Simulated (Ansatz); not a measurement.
```yaml
crystal:
  periodic: [false, false, false]
  atoms:
    - {symbol: C, position_ang: [0.282628, -1.576559, -1.641196]}
    - {symbol: C, position_ang: [0.441449, -1.225877, -0.298096]}
    - {symbol: C, position_ang: [0.382583, 0.158827, -0.090943]}
    - {symbol: C, position_ang: [-0.868440, 0.734778, -0.382889]}
    - {symbol: C, position_ang: [-1.991742, 0.058024, 0.049321]}
    - {symbol: O, position_ang: [-0.927042, 1.713471, -0.901706]}
    - {symbol: C, position_ang: [0.654830, 0.502240, 1.244480]}
    - {symbol: C, position_ang: [1.277735, 1.717308, 1.436773]}
    - {symbol: O, position_ang: [0.359680, -0.164310, 2.080261]}
    - {symbol: H, position_ang: [0.994250, -1.154903, -2.213250]}
    - {symbol: H, position_ang: [-0.606493, -1.279216, -2.006121]}
    - {symbol: H, position_ang: [0.342351, -2.571848, -1.762663]}
    - {symbol: H, position_ang: [-0.244736, -1.679169, 0.278477]}
    - {symbol: H, position_ang: [1.332226, -1.554440, 0.036028]}
    - {symbol: H, position_ang: [1.039128, 0.639284, -0.682663]}
    - {symbol: H, position_ang: [-1.873612, -0.252972, 0.998023]}
    - {symbol: H, position_ang: [-2.792195, 0.653730, -0.032551]}
    - {symbol: H, position_ang: [-2.133810, -0.764131, -0.512658]}
    - {symbol: H, position_ang: [0.826667, 2.429106, 0.887592]}
    - {symbol: H, position_ang: [1.277712, 1.961462, 2.407869]}
    - {symbol: H, position_ang: [2.226841, 1.655195, 1.105912]}
basis:
  gaussian: {orbitals: STO-3G, final_grid: {core_spheres: 1, valence_spheres: 1, degree: 1}}
hamiltonian: {xc: {name: wB97M-V}}
output: {forces: true}
```

```sh
$ ansatz run in.yaml --threads 5 --pin off --events-out ev --progress --plain --max-ram 66560MiB --backend cpu
```

It prints (some lines left out):

```
Functional definition: wB97M-V
828 factors; integrals over basis functions are off by at most 4.1e-5 eV
306 factors; integrals over basis functions are off by at most 1.5e-6 eV
mean field evaluation 1: about -11387.0638 eV, gradient 4.4e1 eV
mean field evaluation 2: about -11387.1681 eV, gradient 5.2e1 eV
mean field evaluation 4: about -11392.8199 eV, gradient 8.2e-1 eV
mean field evaluation 8: about -11361.9962 eV, gradient 2.2e0 eV
mean field evaluation 16: about -11362.0115 eV, gradient 4.0e-4 eV
mean field -11362.01147655 eV, -417.5462203150 hartree, gradient 3.3e-5 eV, S^2 0.000000; 0 other end points of the search recorded, 0 dependent functions left out
reference -11362.01147769 eV, -417.5462203571 hartree; 35, 35 occupied and 22, 22 virtual orbitals, 828 factors
Total energy: -11362.01147769 eV, -417.5462203571 hartree
Atom 0 at     0.282628    -1.576559    -1.641196 Å, force    -4.269982    -5.980371    10.218088 eV/Å
Atom 1 at     0.441449    -1.225877    -0.298096 Å, force     4.526705    11.402269   -10.261343 eV/Å
Atom 2 at     0.382583     0.158827    -0.090943 Å, force   -11.793566   -14.168680    11.641989 eV/Å
Atom 3 at    -0.868440     0.734778    -0.382889 Å, force     0.782753     4.957042    -4.198165 eV/Å
Atom 4 at    -1.991742     0.058024     0.049321 Å, force    10.665504     0.819983     4.618320 eV/Å
Atom 5 at    -0.927042     1.713471    -0.901706 Å, force    -0.244881    -1.672799     0.864798 eV/Å
Atom 6 at     0.654830     0.502240     1.244480 Å, force     3.244896    11.954023    -9.406000 eV/Å
Atom 7 at     1.277735     1.717308     1.436773 Å, force    -0.671138    -6.843167     2.672855 eV/Å
Atom 8 at     0.359680    -0.164310     2.080261 Å, force    -0.410712    -6.405381     2.868583 eV/Å
Atom 9 at     0.994250    -1.154903    -2.213250 Å, force     6.256201     3.883288    -3.985365 eV/Å
Atom 10 at    -0.606493    -1.279216    -2.006121 Å, force    -3.540994     0.667765    -1.739142 eV/Å
Atom 11 at     0.342351    -2.571848    -1.762663 Å, force     0.322416    -0.301591    -0.650778 eV/Å
Atom 12 at    -0.244736    -1.679169     0.278477 Å, force    -6.396293    -3.865850     5.297038 eV/Å
Atom 13 at     1.332226    -1.554440     0.036028 Å, force     4.568764    -1.273393     1.705978 eV/Å
Atom 14 at     1.039128     0.639284    -0.682663 Å, force     6.662775     4.473905    -5.945853 eV/Å
Atom 15 at    -1.873612    -0.252972     0.998023 Å, force    -0.832290    -0.493469     0.561063 eV/Å
Atom 16 at    -2.792195     0.653730    -0.032551 Å, force    -7.175109     5.097303    -0.443310 eV/Å
Atom 17 at    -2.133810    -0.764131    -0.512658 Å, force    -0.208582    -5.038739    -3.514118 eV/Å
Atom 18 at     0.826667     2.429106     0.887592 Å, force    -1.560581     2.787797    -2.308038 eV/Å
Atom 19 at     1.277712     1.961462     2.407869 Å, force    -0.147678     0.365979     2.860750 eV/Å
Atom 20 at     2.226841     1.655195     1.105912 Å, force     0.221794    -0.365913    -0.857353 eV/Å
Dipole moment:     0.145095    -0.174728    -0.053908 e Å
```

In this input the integration grid is far too coarse. Self-consistency was reached. The result belongs to that input, not to the molecule as meant.
